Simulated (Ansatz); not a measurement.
One change: `[CH3][Al]([Cl])[N]=C=O` becomes `O=C=[N][AlH][Cl]`.

Ansatz, PBE0-D4/def2-TZVP geometries, multiplicity 1. Each molecule was computed in one conformer, which needn't be the lowest.

```
                               property  `[CH3][Al]([Cl])[N]=C=O`
      HOMO energy (PBE/def2-TZVPP) / eV                     -7.27
HOMO–LUMO gap (ωB97M-V/def2-TZVPP) / eV                     11.54
    HOMO energy (B3LYP/def2-TZVPP) / eV                     -8.41
  HOMO energy (ωB97M-V/def2-TZVPP) / eV                    -10.89
  HOMO–LUMO gap (B3LYP/def2-TZVPP) / eV                      7.15
  LUMO energy (ωB97M-V/def2-TZVPP) / eV                      0.65
```

Question: Give the same properties after the change, and the shifts. (An estimate is asked.)

Answer: Ansatz gave: 
```json
{"property": "HOMO energy (PBE/def2-TZVPP) / eV", "`O=C=[N][AlH][Cl]`": "-7.49", "shift": "-0.22"}
{"property": "HOMO–LUMO gap (ωB97M-V/def2-TZVPP) / eV", "`O=C=[N][AlH][Cl]`": "11.26", "shift": "-0.28"}
{"property": "HOMO energy (B3LYP/def2-TZVPP) / eV", "`O=C=[N][AlH][Cl]`": "-8.64", "shift": "-0.23"}
{"property": "HOMO energy (ωB97M-V/def2-TZVPP) / eV", "`O=C=[N][AlH][Cl]`": "-11.12", "shift": "-0.23"}
{"property": "HOMO–LUMO gap (B3LYP/def2-TZVPP) / eV", "`O=C=[N][AlH][Cl]`": "6.87", "shift": "-0.28"}
{"property": "LUMO energy (ωB97M-V/def2-TZVPP) / eV", "`O=C=[N][AlH][Cl]`": "0.14", "shift": "-0.51"}
```

With PBE0 the HOMO falls by 0.23 eV and the LUMO falls by 0.51 eV, so the gap narrows by about 0.28 eV. PBE moves the HOMO by -0.22 eV and ωB97M-V by -0.23 eV.

Positive LUMOs are unbound, so they and the gaps depend on the basis.

B3LYP here is the variant with VWN-RPA as its local correlation; programs differ in this.
